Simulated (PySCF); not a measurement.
# Vibration and rotation of GeN⁺

UHF-CCSD(T) constants of GeN⁺, ³Σ⁻ (triplet), unpaired electrons π ↑↑ (basis Ge def2-TZVPPD, N def2-TZVPPD; no relativity; PySCF 2.14; masses 73.9212 and 14.0031 u):

| Quantity | Value |
| --- | --- |
| ωe | 628.5 cm⁻¹ |
| ωexe | 3.79 cm⁻¹ |
| Be | 0.3923 cm⁻¹ |
| αe | 0.00325 cm⁻¹ |
| D (centrifugal) | 6.11e-07 cm⁻¹ |
| De to Ge⁺ + N | 1.90 eV |

Give the vibrational terms G(v) and spacings up to v = 6.

G(v) = ωe(v+½) − ωexe(v+½)².

```csv
v,G(v) (cm⁻¹),G(v) − G(v−1),Bv (cm⁻¹)
0,313,,0.3907
1,934,621,0.3874
2,1548,613,0.3842
3,2153,606,0.3809
4,2752,598,0.3777
5,3342,591,0.3744
6,3925,583,0.3712
```

How well does the Morse estimate ωe²/(4ωexe) reproduce De, and what is D0?

It gives 3.23 eV, 170 % of the computed De. D0 = De − G(0) = 1.90 − 0.04 = 1.86 eV.

Correlated steps freeze 10 core orbitals. Spin–orbit coupling is left out. For an ion De counts to the pair picked by the measured ionisation energies or electron affinities, which need not be the lowest pair at this level. The state is the lowest determinant that a PBE0 search found; another state may lie lower at other levels.
